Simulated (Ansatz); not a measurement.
sulfolane (C₄H₈O₂S), singlet, geometry from GFN2-xTB; CCSD(T)/STO-3G (Ansatz, a first-principles code).

The Ansatz input:
Ansatz 0.2 input:
```yaml
crystal:
  periodic: [false, false, false]
  atoms:
    - {symbol: O, position_ang: [1.59952733, 0.87545052, -0.67687010]}
    - {symbol: S, position_ang: [0.60214094, 0.39875339, 0.24138734]}
    - {symbol: O, position_ang: [0.78650253, 0.70464053, 1.63338603]}
    - {symbol: C, position_ang: [-1.06639478, 0.92788654, -0.29957718]}
    - {symbol: C, position_ang: [-1.60702172, -0.31440064, -0.97277248]}
    - {symbol: C, position_ang: [-1.15076282, -1.51187602, -0.13277313]}
    - {symbol: C, position_ang: [0.35103521, -1.40161625, 0.01280255]}
    - {symbol: H, position_ang: [-1.61765612, 1.19700565, 0.59605374]}
    - {symbol: H, position_ang: [-0.96068093, 1.78115244, -0.95933744]}
    - {symbol: H, position_ang: [-2.69436558, -0.28881279, -1.05393113]}
    - {symbol: H, position_ang: [-1.18825946, -0.39722459, -1.97751409]}
    - {symbol: H, position_ang: [-1.44273338, -2.45088175, -0.60455652]}
    - {symbol: H, position_ang: [-1.61813355, -1.46124186, 0.85248222]}
    - {symbol: H, position_ang: [0.75341325, -1.91841049, 0.87624760]}
    - {symbol: H, position_ang: [0.88478642, -1.68233103, -0.88984786]}
basis:
  gaussian:
    orbitals: STO-3G
magnetization: {spin_polarized: false}
correlation: {method: ccsd_t}
```

The log (banner, timings and long lists left out):

```
Functional definition: HF
654 factors; integrals over basis functions are off by at most 3.3e-5 eV
mean field evaluation 1: about -18897.3960 eV, gradient 4.7e1 eV
mean field evaluation 2: about -18897.7695 eV, gradient 4.7e1 eV
mean field evaluation 4: about -18905.9488 eV, gradient 4.2e0 eV
mean field evaluation 8: about -18906.0576 eV, gradient 4.4e-2 eV
mean field evaluation 16: about -18905.6278 eV, gradient 1.3e0 eV
mean field -18906.05763226 eV, -694.7848029995 hartree, gradient 2.1e-6 eV, S^2 0.000000; 0 other end points of the search recorded, 0 dependent functions left out
11 core orbitals not correlated
reference -18906.05763226 eV, -694.7848029995 hartree; 21, 21 occupied and 15, 15 virtual orbitals, 654 factors
second order -8.79623073 eV of doubles, -0.00000000 eV of singles
cycle   1  -9.97277310 eV  change    -1.2e0 eV  update   1.5e-1
cycle   2  -10.66986631 eV  change   -7.0e-1 eV  update   5.4e-2
cycle   3  -10.97615034 eV  change   -3.1e-1 eV  update   3.6e-2
cycle   4  -10.98659561 eV  change   -1.0e-2 eV  update   7.9e-3
cycle   5  -10.98091180 eV  change    5.7e-3 eV  update   2.8e-3
cycle   6  -10.97929888 eV  change    1.6e-3 eV  update   9.0e-4
cycle   7  -10.97887666 eV  change    4.2e-4 eV  update   2.6e-4
cycle   8  -10.97880052 eV  change    7.6e-5 eV  update   1.1e-4
cycle   9  -10.97884058 eV  change   -4.0e-5 eV  update   4.3e-5
cycle  10  -10.97885616 eV  change   -1.6e-5 eV  update   1.9e-5
perturbative correction -0.39573016 eV, -0.0145428153 hartree
Total energy: -18917.43221859 eV, -695.2028113371 hartree
```
